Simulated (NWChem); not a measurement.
System: Br, doublet

NWChem input:

```
start job
memory heap 200 mb stack 900 mb global 1100 mb
geometry units angstroms noautoz
  Br     0.000000     0.000000     0.000000
end
basis spherical
  Br library def2-tzvpp
end
dft
  odft
  mult 2
  xc pbe0
  iterations 150
  mulliken
end
task dft gradient
```

NWChem printed, in part:

```
             Northwest Computational Chemistry Package (NWChem) 7.3.0
             --------------------------------------------------------

                             Geometry "geometry" -> ""
                             -------------------------

 Output coordinates in angstroms (scale by  1.889725989 to convert to a.u.)

  No.       Tag          Charge          X              Y              Z
 ---- ---------------- ---------- -------------- -------------- --------------
    1 Br                  35.0000     0.00000000     0.00000000     0.00000000

 Effective nuclear repulsion energy (a.u.)       0.0000000000

                                 NWChem DFT Module
                                 -----------------

 Summary of "ao basis" -> "ao basis" (spherical)
 ------------------------------------------------------------------------------
       Tag                 Description            Shells   Functions and Types
 ---------------- ------------------------------  ------  ---------------------
 Br                        def2-tzvpp               16       48   6s5p4d1f

            General Information
            -------------------
          SCF calculation type: DFT
          Wavefunction type:  spin polarized.
          No. of atoms     :     1
          No. of electrons :    35
           Alpha electrons :    18
            Beta electrons :    17
          Charge           :     0
          Spin multiplicity:     2
          Use of symmetry is: off; symmetry adaption is: off
          Maximum number of iterations: 150
          AO basis - number of functions:    48
                     number of shells:    16
          Convergence on energy requested:  1.00D-06
          Convergence on density requested:  1.00D-05
          Convergence on gradient requested:  5.00D-04

              XC Information
              --------------
                         PBE0 Method XC Functional
                     Hartree-Fock (Exact) Exchange  0.250
          PerdewBurkeErnzerhof Exchange Functional  0.750
            Perdew 1991 LDA Correlation Functional  1.000 local
           PerdewBurkeErnz. Correlation Functional  1.000 non-local

             Grid Information
             ----------------
          Grid used for XC integration:  medium
          Radial quadrature: Mura-Knowles
          Angular quadrature: Lebedev.
          Tag              B.-S. Rad. Rad. Pts. Rad. Cut. Ang. Pts.
          ---              ---------- --------- --------- ---------
          Br                  1.15      112           5.0       590
          Grid pruning is: on
          Number of quadrature shells:   112
          Spatial weights used:  Erf1

      Superposition of Atomic Density Guess
      -------------------------------------

 Sum of atomic energies:       -2572.39900007

      Non-variational initial energy
      ------------------------------

 Total energy =   -2572.219935
 1-e energy   =   -3581.930874
 2-e energy   =    1009.710939
 HOMO         =      -0.387683
 LUMO         =       0.361709

     ---------------------------------------------
      Total Density - Mulliken Population Analysis
     ---------------------------------------------

    Atom       Charge   Shell Charges
 -----------   ------   -------------------------------------------------------
    1 Br  35    35.00   2.00  2.00  1.16  0.78  1.02  1.03  6.00  5.94  1.18  2.58  1.30  8.99  1.02 -0.02  0.01  0.00

     --------------------------------------------
      Spin Density - Mulliken Population Analysis
     --------------------------------------------

    Atom       Charge   Shell Charges
 -----------   ------   -------------------------------------------------------
    1 Br  35     1.00   0.00  0.00  0.00  0.00  0.00  0.00  0.00  0.01  0.22  0.52  0.26  0.00  0.00  0.00  0.00  0.00

   convergence    iter        energy       DeltaE   RMS-Dens  Diis-err
 ---------------- ----- ----------------- --------- --------- ---------
 d= 0,ls=0.0,diis     1  -2573.8007298417 -2.57D+03  3.12D-03  8.99D-02
                                                     2.24D-03  7.82D-02
 d= 0,ls=0.0,diis     2  -2573.8112661675 -1.05D-02  8.07D-04  2.30D-03
                                                     9.27D-04  2.75D-03
 d= 0,ls=0.0,diis     3  -2573.8118583909 -5.92D-04  1.84D-04  1.45D-04
                                                     1.37D-04  1.26D-04
 d= 0,ls=0.0,diis     4  -2573.8118926264 -3.42D-05  2.40D-05  1.00D-06
                                                     1.42D-05  1.01D-06
 d= 0,ls=0.0,diis     5  -2573.8118932934 -6.67D-07  4.15D-06  8.10D-08
                                                     4.96D-06  8.34D-08

         Total DFT energy =    -2573.811893293444
      One electron energy =    -3581.330368308656
           Coulomb energy =     1098.516038442901
    Exchange-Corr. energy =      -90.997563427689
 Nuclear repulsion energy =        0.000000000000

 Numeric. integr. density =       35.000000023081

                    DFT Final Alpha Molecular Orbital Analysis
                    ------------------------------------------

 Vector   16  Occ=1.000000D+00  E=-3.884659D-01
              MO Center= -4.0D-14, -1.9D-15,  1.3D-14, r^2= 1.4D+00
   Bfn.  Coefficient  Atom+Function         Bfn.  Coefficient  Atom+Function
  ----- ------------  ---------------      ----- ------------  ---------------
    18      0.474250  1 Br pz                16     -0.317803  1 Br px
    12     -0.308098  1 Br pz                15      0.277700  1 Br pz
    21      0.216076  1 Br pz                10      0.206462  1 Br px
    13     -0.186092  1 Br px                19     -0.144796  1 Br px
     9      0.093899  1 Br pz                 7     -0.062924  1 Br px

 Vector   17  Occ=1.000000D+00  E=-3.366990D-01
              MO Center=  1.3D-13, -4.0D-15,  6.0D-14, r^2= 1.5D+00
   Bfn.  Coefficient  Atom+Function         Bfn.  Coefficient  Atom+Function
  ----- ------------  ---------------      ----- ------------  ---------------
    17      0.525380  1 Br py                11     -0.353815  1 Br py
    14      0.322158  1 Br py                20      0.291544  1 Br py
    16      0.136116  1 Br px                 8      0.107762  1 Br py
    10     -0.091667  1 Br px                13      0.083465  1 Br px
    19      0.075534  1 Br px                 7      0.027919  1 Br px

 Vector   18  Occ=1.000000D+00  E=-3.366990D-01
              MO Center= -2.3D-14, -1.5D-13, -2.2D-14, r^2= 1.5D+00
   Bfn.  Coefficient  Atom+Function         Bfn.  Coefficient  Atom+Function
  ----- ------------  ---------------      ----- ------------  ---------------
    16      0.431465  1 Br px                18      0.305246  1 Br pz
    10     -0.290568  1 Br px                13      0.264570  1 Br px
    19      0.239428  1 Br px                12     -0.205567  1 Br pz
    15      0.187174  1 Br pz                21      0.169387  1 Br pz
    17     -0.125627  1 Br py                 7      0.088498  1 Br px

 Vector   19  Occ=0.000000D+00  E= 2.297075D-01
              MO Center= -4.1D-14,  7.2D-15, -1.0D-13, r^2= 4.5D+00
   Bfn.  Coefficient  Atom+Function         Bfn.  Coefficient  Atom+Function
  ----- ------------  ---------------      ----- ------------  ---------------
    21      1.217920  1 Br pz                18     -0.951363  1 Br pz
    19     -0.816150  1 Br px                16      0.637525  1 Br px
    12      0.180122  1 Br pz                20      0.156219  1 Br py
    17     -0.122028  1 Br py                10     -0.120703  1 Br px
    15     -0.069171  1 Br pz                 9     -0.054843  1 Br pz

 Vector   20  Occ=0.000000D+00  E= 2.510453D-01
              MO Center= -1.2D-13, -7.2D-14, -3.8D-14, r^2= 4.5D+00
   Bfn.  Coefficient  Atom+Function         Bfn.  Coefficient  Atom+Function
  ----- ------------  ---------------      ----- ------------  ---------------
    20      1.108744  1 Br py                17     -0.890091  1 Br py
    19     -0.733175  1 Br px                21     -0.633529  1 Br pz
    16      0.588587  1 Br px                18      0.508592  1 Br pz
    11      0.168160  1 Br py                10     -0.111199  1 Br px
    12     -0.096086  1 Br pz                14     -0.059596  1 Br py

 Vector   21  Occ=0.000000D+00  E= 2.510453D-01
              MO Center= -4.1D-14,  3.6D-14, -7.2D-14, r^2= 4.5D+00
   Bfn.  Coefficient  Atom+Function         Bfn.  Coefficient  Atom+Function
  ----- ------------  ---------------      ----- ------------  ---------------
    19      0.983002  1 Br px                20      0.956328  1 Br py
    16     -0.789146  1 Br px                17     -0.767732  1 Br py
    21      0.536062  1 Br pz                18     -0.430346  1 Br pz
    10      0.149089  1 Br px                11      0.145044  1 Br py
    12      0.081303  1 Br pz                13     -0.052838  1 Br px

                     DFT Final Beta Molecular Orbital Analysis
                     -----------------------------------------

 Vector   15  Occ=1.000000D+00  E=-7.647229D-01
              MO Center= -6.3D-14, -1.6D-14, -6.3D-14, r^2= 9.5D-01
   Bfn.  Coefficient  Atom+Function         Bfn.  Coefficient  Atom+Function
  ----- ------------  ---------------      ----- ------------  ---------------
     5      0.706557  1 Br s                  6      0.550077  1 Br s
     4     -0.419427  1 Br s                  3     -0.301524  1 Br s
     2      0.140692  1 Br s                  1     -0.043855  1 Br s

 Vector   16  Occ=1.000000D+00  E=-3.219079D-01
              MO Center= -3.7D-14,  2.2D-14, -3.7D-14, r^2= 1.5D+00
   Bfn.  Coefficient  Atom+Function         Bfn.  Coefficient  Atom+Function
  ----- ------------  ---------------      ----- ------------  ---------------
    17      0.507853  1 Br py                11     -0.347153  1 Br py
    14      0.317917  1 Br py                20      0.299012  1 Br py
    16      0.156094  1 Br px                10     -0.106701  1 Br px
     8      0.105703  1 Br py                13      0.097715  1 Br px
    19      0.091905  1 Br px                18      0.039461  1 Br pz

 Vector   17  Occ=1.000000D+00  E=-3.219079D-01
              MO Center=  2.5D-14, -1.5D-14,  6.6D-17, r^2= 1.5D+00
   Bfn.  Coefficient  Atom+Function         Bfn.  Coefficient  Atom+Function
  ----- ------------  ---------------      ----- ------------  ---------------
    16      0.415330  1 Br px                18      0.297661  1 Br pz
    10     -0.283907  1 Br px                13      0.259998  1 Br px
    19      0.244537  1 Br px                12     -0.203472  1 Br pz
    15      0.186336  1 Br pz                21      0.175256  1 Br pz
    17     -0.150785  1 Br py                11      0.103072  1 Br py

 Vector   18  Occ=0.000000D+00  E=-2.187347D-01
              MO Center= -3.4D-14, -8.1D-15, -3.3D-14, r^2= 1.6D+00
   Bfn.  Coefficient  Atom+Function         Bfn.  Coefficient  Atom+Function
  ----- ------------  ---------------      ----- ------------  ---------------
    18      0.409365  1 Br pz                21      0.301528  1 Br pz
    12     -0.292483  1 Br pz                16     -0.274323  1 Br px
    15      0.267569  1 Br pz                19     -0.202059  1 Br px
    10      0.195998  1 Br px                13     -0.179303  1 Br px
     9      0.089155  1 Br pz                 7     -0.059744  1 Br px

 Vector   19  Occ=0.000000D+00  E= 2.562591D-01
              MO Center= -9.2D-14, -6.3D-14,  1.2D-14, r^2= 4.5D+00
   Bfn.  Coefficient  Atom+Function         Bfn.  Coefficient  Atom+Function
  ----- ------------  ---------------      ----- ------------  ---------------
    20      1.378178  1 Br py                17     -1.114394  1 Br py
    19      0.491724  1 Br px                16     -0.397608  1 Br px
    11      0.211044  1 Br py                21      0.152741  1 Br pz
    18     -0.123507  1 Br pz                10      0.075299  1 Br px
    14     -0.074036  1 Br py                 8     -0.064374  1 Br py

 Vector   20  Occ=0.000000D+00  E= 2.562591D-01
              MO Center= -1.5D-13,  2.0D-14, -1.1D-13, r^2= 4.5D+00
   Bfn.  Coefficient  Atom+Function         Bfn.  Coefficient  Atom+Function
  ----- ------------  ---------------      ----- ------------  ---------------
    19      1.122255  1 Br px                16     -0.907454  1 Br px
    21      0.814996  1 Br pz                18     -0.659005  1 Br pz
    20     -0.490737  1 Br py                17      0.396810  1 Br py
    10      0.171854  1 Br px                12      0.124803  1 Br pz
    11     -0.075148  1 Br py                13     -0.060288  1 Br px

     ---------------------------------------------
      Total Density - Mulliken Population Analysis
     ---------------------------------------------

    Atom       Charge   Shell Charges
 -----------   ------   -------------------------------------------------------
    1 Br  35    35.00   2.00  2.01  1.16  0.78  1.08  0.97  6.00  5.93  1.29  2.58  1.20  8.96  1.01  0.03  0.01  0.00

     --------------------------------------------
      Spin Density - Mulliken Population Analysis
     --------------------------------------------

    Atom       Charge   Shell Charges
 -----------   ------   -------------------------------------------------------
    1 Br  35     1.00  -0.00  0.00 -0.00 -0.00  0.00 -0.00  0.00  0.01  0.24  0.57  0.18 -0.01  0.00  0.00  0.00  0.00

     -------------------------------------------
      Total Density - Lowdin Population Analysis
     -------------------------------------------

    Atom       Charge   Shell Charges
 -----------   ------   -------------------------------------------------------
    1 Br  35    35.00   2.00  2.00  1.15  0.83  0.92  1.11  5.98  5.65  1.62  2.36  1.38  8.54  1.22  0.22  0.01  0.00

     ------------------------------------------
      Spin Density - Lowdin Population Analysis
     ------------------------------------------

    Atom       Charge   Shell Charges
 -----------   ------   -------------------------------------------------------
    1 Br  35     1.00  -0.00  0.00 -0.00  0.00  0.00 -0.00  0.00  0.04  0.23  0.49  0.24 -0.01  0.00  0.00  0.00  0.00

   alpha - beta orbital overlaps
   -----------------------------

   alpha      1      2      3      4      5      6      7      8      9     10
    beta      1      2      3      4      5      6      7      8      9     10
 overlap   1.000  1.000  1.000  0.968  0.968  1.000  1.000  0.994  0.994  1.000

   alpha     11     12     13     14     15     16     17     18     19     20
    beta     11     12     13     14     15     18     16     17     21     20
 overlap   0.999  0.999  1.000  1.000  0.999  0.997  0.998  0.998  0.997  0.869

   alpha     21     22     23     24     25     26     27     28     29     30
    beta     19     26     24     25     23     22     27     32     30     31
 overlap   0.869  0.996  0.984  0.984  0.769  0.769  0.997  0.999  0.927  0.927

   alpha     31     32     33     34     35     36     37     38     39     40
    beta     28     29     39     38     37     34     33     35     36     42
 overlap   0.998  0.998  0.994  0.893  0.893  0.787  0.787  0.833  0.833  0.994

   alpha     41     42     43     44     45     46     47     48
    beta     40     41     45     43     44     47     46     48
 overlap   0.991  0.991  1.000  0.953  0.953  0.876  0.876  1.000

     --------------------------
     Expectation value of S2:
     --------------------------
      <S2> =      0.7532 (Exact =     0.7500)

[...]

                         DFT ENERGY GRADIENTS

    atom               coordinates                        gradient
                 x          y          z           x          y          z
   1 Br      0.000000   0.000000   0.000000    0.000000  -0.000000   0.000000
```

Level: PBE0/def2-TZVPP, spin-unrestricted. The open p shell is one determinant without spherical averaging. No stability test was run on the SCF state.
